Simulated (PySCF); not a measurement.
A structure optimised at r2SCAN-D4/def2-TZVP, used in a PySCF frequency run:

```
Ga
H 1 1.5622
H 1 1.5622 2 121.59
P 1 2.3013 2 119.06 3 173.83
H 4 1.4184 1 95.74 2 141.07
H 4 1.4184 5 95.48 1 96.35
```

Write its SMILES, formula and point group.

[PH2][GaH2], GaH₄P, Cs

What are its rotational constants (standard atomic weights)?

66.112, 4.0188, 3.8860 GHz
